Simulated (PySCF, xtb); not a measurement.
Be(Br)(Et) (C₂H₅BeBr), SMILES C[CH2][Be][Br].

GFN2-xTB in xtb at its own geometry gives an orbital gap of 5.18 eV and a dipole moment of 3.37 D.

The structure is a stationary point at B3LYP-D3(BJ)/def2-SVP. The structure was generated by enumeration; whether it is a known compound was not checked. The values are those of a single conformer.

Task: What does PySCF with CAM-B3LYP/def2-TZVPD give? (The exact figures need the calculation; the answer reports its results.)

Result: gap 9.84 eV (levels -9.58 and 0.25 eV), dipole 1.22 D.
